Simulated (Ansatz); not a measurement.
`S[CH2][GeH3]` and `BS[CH2][GeH3]` differ in one atom or group.

Ansatz, PBE0-D4/def2-TZVP geometries, multiplicity 1. Each molecule was computed in one conformer, which needn't be the lowest.

Scalar relativity is left out up to krypton.

| property | `S[CH2][GeH3]` |
| --- | --- |
| HOMO–LUMO gap (B3LYP/def2-TZVPP) / eV | 6.37 |
| HOMO energy (PBE0/def2-TZVPP) / eV | -6.75 |
| size of the dipole moment (PBE/def2-TZVPP) / D | 1.11 |
| size of the dipole moment (ωB97M-V/def2-TZVPP) / D | 1.17 |
| HOMO–LUMO gap (ωB97M-V/def2-TZVPP) / eV | 10.79 |
| HOMO energy (PBE/def2-TZVPP) / eV | -5.55 |

**Question.** Give the same properties after the change, and the shifts. (Best estimate.)

**Answer.** Computed: 
```json
{"property": "HOMO–LUMO gap (B3LYP/def2-TZVPP) / eV", "`BS[CH2][GeH3]`": "5.95", "shift": "-0.42"}
{"property": "HOMO energy (PBE0/def2-TZVPP) / eV", "`BS[CH2][GeH3]`": "-7.55", "shift": "-0.80"}
{"property": "size of the dipole moment (PBE/def2-TZVPP) / D", "`BS[CH2][GeH3]`": "1.63", "shift": "0.52"}
{"property": "size of the dipole moment (ωB97M-V/def2-TZVPP) / D", "`BS[CH2][GeH3]`": "1.55", "shift": "0.38"}
{"property": "HOMO–LUMO gap (ωB97M-V/def2-TZVPP) / eV", "`BS[CH2][GeH3]`": "10.40", "shift": "-0.39"}
{"property": "HOMO energy (PBE/def2-TZVPP) / eV", "`BS[CH2][GeH3]`": "-6.49", "shift": "-0.94"}
```

With PBE0 the HOMO falls by 0.80 eV and the LUMO falls by 1.29 eV, so the gap narrows by about 0.49 eV. PBE moves the HOMO by -0.94 eV and ωB97M-V by -0.72 eV. Dipoles are sizes alone; their direction can turn.

B3LYP here is the variant with VWN-RPA as its local correlation; programs differ in this.
